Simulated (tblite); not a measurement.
Species: C5H8SSi.
Z-matrix (Å and degrees, GFN2-xTB geometry), rows numbered from 1:
```
C 
C   1  1.3358
C   2  1.4304  1  122.52
C   3  1.3597  2  126.77  1   179.31
Si  4  1.9020  3  128.26  2    -1.26
C   4  1.4216  3  117.80  2   179.25
S   6  1.6335  4  122.99  3   179.01
H   1  1.0761  2  121.99  3   179.68
H   1  1.0783  2  121.49  3    -0.38
H   2  1.0795  1  120.12  3  -179.78
H   3  1.0880  2  114.97  1    -0.71
H   5  1.4594  4  108.32  3   119.26
H   5  1.4663  4  109.64  3     0.77
H   5  1.4592  4  108.12  3  -117.43
H   6  1.0883  4  118.69  3    -1.21
```

Computed geometry: GFN2-xTB, gas phase.

Take the most abundant isotopes and a rigid rotor. The values belong to one conformer with, in the numbering `[CH2:1]=[CH:2]/[CH:3]=[C:4](\[SiH3:5])[CH:6]=[S:7]`, C1–C2–C3–C4 179°, C3–C4–C6–S7 179°.

Problem. Give the principal moments of inertia and the rotational constants in cm⁻¹.

Solution. Ia = 140.72, Ib = 551.81, Ic = 686.50 u·Å²; 505379 MHz·u·Å²/I gives 3591, 915.9 and 736.2 MHz, that is A = 0.11980, B = 0.03055, C = 0.02456 cm⁻¹.

Problem. Classify the top.

Solution. An asymmetric top: κ = (2 × 915.9 − 3591 − 736.2)/(3591 − 736.2) = -0.87.

Problem. Is it planar, by Δ = Ic − Ia − Ib?

Solution. Not planar: Δ = Ic − Ia − Ib = -6.02 u·Å². For a rigid frame Δ = −2 Σ m c², so Σ m c² = 3.01 u·Å² lies off the ab plane: 3.00 from hydrogen and 0.01 from heavier atoms. The atom farthest from that plane is 1.23 Å away.

Problem. Give the other two planar moments, Paa and Pbb, and the rms extents of the mass along the axes.

Solution. Paa = Σ m a² = (Ib + Ic − Ia)/2 = 548.80 and Pbb = Σ m b² = (Ia + Ic − Ib)/2 = 137.71 u·Å². With the mass M = 128.01 u, the rms extents √(P/M) along a, b and c are 2.07, 1.04, 0.15 Å.

Problem. Give the coordinates in the principal-axis frame, origin at the centre of mass.

Solution. The sense of each axis is arbitrary; atoms in the order of the calculation.
| atom | mass (u) | a (Å) | b (Å) | c (Å) |
| --- | --- | --- | --- | --- |
| C1 | 12.000 | 3.788 | 0.553 | -0.011 |
| C2 | 12.000 | 2.594 | -0.046 | 0.010 |
| C3 | 12.000 | 1.366 | 0.687 | 0.000 |
| C4 | 12.000 | 0.109 | 0.169 | 0.007 |
| Si5 | 27.977 | -0.411 | -1.660 | -0.002 |
| C6 | 12.000 | -0.983 | 1.080 | 0.011 |
| S7 | 31.972 | -2.544 | 0.597 | -0.005 |
| H8 | 1.008 | 4.707 | -0.007 | 0.002 |
| H9 | 1.008 | 3.879 | 1.627 | -0.043 |
| H10 | 1.008 | 2.529 | -1.123 | 0.040 |
| H11 | 1.008 | 1.477 | 1.770 | -0.014 |
| H12 | 1.008 | -1.178 | -1.925 | 1.211 |
| H13 | 1.008 | 0.782 | -2.512 | 0.001 |
| H14 | 1.008 | -1.160 | -1.913 | -1.228 |
| H15 | 1.008 | -0.773 | 2.147 | 0.029 |

Its GFN2-xTB frequencies are all real (lowest 52 cm⁻¹). Zero-point vibration and centrifugal distortion are left out.
